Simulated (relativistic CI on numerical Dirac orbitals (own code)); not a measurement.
Mn⁶⁺: L-alpha,beta X-ray emission

Computed with this model: Dirac-Coulomb-Breit CI, orbitals from a KLI potential per configuration, QED by a radiative potential, valence Slater integrals scaled by 0.7, multiplet model of X-ray emission after core ionisation; configurations [Ar] 3d → [He] 2s2 2p5 3s2 3p6 3d → [Ne] 3s2 3p6; 300 K; Lorentzian 0.6 eV and Gaussian 0.5 eV FWHM. Energies are those of the free ion, without screening or charge transfer. S is read from ⟨S²⟩ = S(S + 1).

Field parameters in Wybourne normalisation: Td as Oh with Dq negative (B⁴₀ = 21Dq, B⁴₄ = √(5/14) B⁴₀). The field is a parameter set, without covalency.

Peaks in eV (height, largest 100): 664.1 (21), 673.5 (100).

Task: Which surroundings give this spectrum?
A. Td, 10Dq = -2600 cm⁻¹
B. Td, 10Dq = -16400 cm⁻¹
C. free ion
D. Td, 10Dq = -7200 cm⁻¹

Result: C. free ion, where the ground state has S = 0.50.
